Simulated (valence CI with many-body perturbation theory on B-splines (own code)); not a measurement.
## Forbidden lines of Ga VIII

Computed by configuration interaction combined with many-body perturbation theory (CI+MBPT): six valence electrons over a frozen Dirac-Fock core [Ar], radial functions for each j: 7 s, 7 p, 8 d, 6 f, 4 g, 1 h, with the one-electron correlation potential Σ1, the two-electron term Σ2, the three-electron term Σ3, Breit, model QED; selected CI, second order for the rest, scaled by the run's own slope (own B-spline code, finite nucleus).

No measured levels were compared; by estimate terms of the open shell hold to 2 to 4 % of their energy, and close levels can change places; different configurations can be misplaced against each other by 1,000 to 8,000 cm⁻¹. Among the levels kept, up to 440 cm⁻¹ of a level comes from second order outside the variational space, and about a tenth of that is noise between levels of different J, which matters for small intervals. Only levels of the ground parity were solved; by the run's estimate the other parity begins above the list, which can be wrong where configurations are misplaced.

Lines 1 to 50 of 120 in falling wavelength, among levels below 11.731 eV, chosen from the decays that carry over 1 % of a level's rate. Wavelengths and rates use the calculated energies, so an error of 2000 cm⁻¹ moves a line at 3718 nm by 74 % and its rate by three times that or more. S is in atomic units (e²a₀⁴ for E2 and M2, e²a₀⁶ for E3), for M1 in squared Bohr magnetons. Weak lines are less certain than strong ones. Lines between different terms over intervals too small for the method are left out, as are lines whose strength nearly cancels. Intervals below about 2000 cm⁻¹, as at the head of this list, are uncertain by tens of per cent. The highest levels of a list are the least certain.

Letters in brackets count levels of one name in rising energy.

| λ vac (nm) | Upper | Lower | Type | A (s⁻¹) | S (a.u.) |
| --- | --- | --- | --- | --- | --- |
| 25850 | 3d6 5D_0 | 3d6 5D_1 | M1 | 9.33e-03 | 5.97e+00 |
| 12490 | 3d6 5D_1 | 3d6 5D_2 | M1 | 4.83e-02 | 1.05e+01 |
| 11410 | 3d6 3H_5 | 3d6 3H_6 | M1 | 1.65e-02 | 9.99e+00 |
| 7938 | 3d6 5D_2 | 3d6 5D_3 | M1 | 1.29e-01 | 1.20e+01 |
| 5965 | 3d6 3P_0 [a] | 3d6 3P_1 [a] | M1 | 2.45e-01 | 1.93e+00 |
| 5506 | 3d6 3G_4 | 3d6 3G_5 | M1 | 1.44e-01 | 8.02e+00 |
| 5071 | 3d6 5D_3 | 3d6 5D_4 | M1 | 2.66e-01 | 9.01e+00 |
| 3718 | 3d6 3F_4 [a] | 3d6 3H_4 | M1 | 2.81e-01 | 4.81e+00 |
| 2882 | 3d6 3F_3 [a] | 3d6 3H_4 | M1 | 2.27e-01 | 1.41e+00 |
| 1896 | 3d6 3G_5 | 3d6 3F_4 [a] | M1 | 3.31e-01 | 9.19e-01 |
| 1799 | 3d6 3P_1 [a] | 3d6 3P_2 | M1 | 3.95e+00 | 2.55e+00 |
| 1625 | 3d6 3G_3 | 3d6 3F_2 [a] | M1 | 5.33e-01 | 5.94e-01 |
| 1441 | 3d6 3G_3 | 3d6 3F_3 [a] | M1 | 9.84e-01 | 7.63e-01 |
| 1410 | 3d6 3G_4 | 3d6 3F_4 [a] | M1 | 9.92e-01 | 9.28e-01 |
| 1221 | 3d6 3G_5 | 3d6 3H_5 | M1 | 8.12e-01 | 6.04e-01 |
| 1103 | 3d6 3G_5 | 3d6 3H_6 | M1 | 1.38e+00 | 7.58e-01 |
| 1045 | 3d6 1D_2 | 3d6 3D_3 | M1 | 1.04e+00 | 2.20e-01 |
| 1022 | 3d6 3G_4 | 3d6 3H_4 | M1 | 1.33e-01 | 4.74e-02 |
| 1008 | 3d6 1D_2 | 3d6 3D_1 | M1 | 1.07e+00 | 2.03e-01 |
| 999.6 | 3d6 3G_4 | 3d6 3H_5 | M1 | 9.45e-02 | 3.15e-02 |
| 975.4 | 3d6 1D_2 | 3d6 3D_2 | M1 | 2.08e-01 | 3.59e-02 |
| 960.5 | 3d6 3G_3 | 3d6 3H_4 | M1 | 1.30e+00 | 2.99e-01 |
| 718.9 | 3d6 3D_1 | 3d6 3P_0 [a] | M1 | 3.50e-01 | 1.45e-02 |
| 661.2 | 3d6 3F_2 [b] | 3d6 1F_3 | M1 | 3.84e+00 | 2.06e-01 |
| 660.2 | 3d6 3F_4 [b] | 3d6 1F_3 | M1 | 2.16e+00 | 2.07e-01 |
| 641.6 | 3d6 3D_1 | 3d6 3P_1 [a] | M1 | 1.58e+00 | 4.65e-02 |
| 620.5 | 3d6 3D_2 | 3d6 3F_3 [a] | M1 | 2.74e-01 | 1.21e-02 |
| 595.4 | 3d6 3D_3 | 3d6 3F_3 [a] | M1 | 2.14e-01 | 1.17e-02 |
| 575.2 | 3d6 1G_4 | 3d6 3F_3 [a] | M1 | 2.91e+00 | 1.85e-01 |
| 569.0 | 3d6 3D_3 | 3d6 3F_4 [a] | M1 | 2.36e-01 | 1.13e-02 |
| 551.5 | 3d6 1I_6 | 3d6 3H_5 | M1 | 1.58e+00 | 1.28e-01 |
| 550.5 | 3d6 1G_4 | 3d6 3F_4 [a] | M1 | 8.14e+00 | 4.53e-01 |
| 526.1 | 3d6 1I_6 | 3d6 3H_6 | M1 | 2.70e+00 | 1.90e-01 |
| 514.8 | 3d6 1D_2 | 3d6 3G_3 | M1 | 2.86e-01 | 7.24e-03 |
| 480.5 | 3d6 3D_2 | 3d6 3P_2 | M1 | 1.96e+00 | 4.02e-02 |
| 479.7 | 3d6 1F_3 | 3d6 3D_3 | M1 | 1.45e+00 | 4.16e-02 |
| 479.5 | 3d6 1G_4 | 3d6 3H_4 | M1 | 3.59e-01 | 1.32e-02 |
| 474.4 | 3d6 1G_4 | 3d6 3H_5 | M1 | 5.97e+00 | 2.13e-01 |
| 472.9 | 3d6 3D_1 | 3d6 3P_2 | M1 | 2.81e-01 | 3.30e-03 |
| 465.3 | 3d6 3D_3 | 3d6 3P_2 | M1 | 1.70e+00 | 4.45e-02 |
| 464.6 | 3d6 1F_3 | 3d6 3D_2 | M1 | 9.84e-01 | 2.56e-02 |
| 403.4 | 3d6 3P_1 [b] | 3d6 1D_2 | M1 | 1.59e+00 | 1.16e-02 |
| 400.0 | 3d6 1S_0 | 3d6 3P_1 [a] | M1 | 3.82e+01 | 9.07e-02 |
| 395.3 | 3d6 3P_1 [b] | 3d6 1S_0 | M1 | 2.97e+00 | 2.04e-02 |
| 392.1 | 3d6 1D_2 | 3d6 3P_1 [a] | M1 | 9.56e-01 | 1.07e-02 |
| 390.9 | 3d6 1D_2 | 3d6 3F_2 [a] | M1 | 4.13e+00 | 4.57e-02 |
| 379.3 | 3d6 1D_2 | 3d6 3F_3 [a] | M1 | 6.90e+00 | 6.98e-02 |
| 325.7 | 3d6 1F_3 | 3d6 3G_3 | M1 | 1.11e+00 | 9.96e-03 |
| 321.9 | 3d6 1D_2 | 3d6 3P_2 | M1 | 2.29e+00 | 1.42e-02 |
| 319.8 | 3d6 3P_2 | 3d6 5D_1 | M1 | 1.80e+00 | 1.09e-02 |
